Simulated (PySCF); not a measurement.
## Two-component Hartree-Fock for Bi⁷⁷⁺ (bismuth, charge +77)

Start: [He] 2s2 2p2; 2p1/2 filled at m_j = -1/2, +1/2. Calculated with PySCF 2.14 in an uncontracted even-tempered set (16 s from 69 bohr⁻², ratio 2.4; 13 p from 90 bohr⁻², ratio 2.4; 5 d from 290 bohr⁻², ratio 2.6; 4 f from 430 bohr⁻², ratio 2.6): generalised Hartree-Fock with the X2C-1e Hamiltonian and a Gaussian nucleus; one run each with spin-orbit coupling (SO) switched off, then screened by Boettger's factors.

```tsv
spinor shell	electrons	ε, spin-free (eV)	ε, screened SO (eV)	weight of nominal j (screened SO)	rms radius, screened SO (bohr)
1s1/2	2	-100330.7	-100214.4	1.000	0.0177
2s1/2	2	-24569.5	-24533.6	1.000	0.0695
2p1/2	2	-22457.4	-24199.0	1.000	0.0582
```

| quantity | spin-free | screened SO |
| --- | --- | --- |
| E (hartree) | -11140.87183 | -11271.95663 |
| M_J | 0 | 0 |
| ⟨J²⟩ | 2.000 | 0.000 |
| ⟨L²⟩ | 2.000 | 1.333 |
| ⟨S²⟩ | 2.000 | 1.333 |

Breit and QED terms are absent; they matter most for the inner s and p1/2 levels.

Densities and radii are taken from the X2C orbitals without a picture-change correction, which distorts them close to the nucleus.

Without spin-orbit coupling the j labels of p, d and f shells carry no meaning; the spin-free column gives the mean over the occupied spinors of each nl shell.
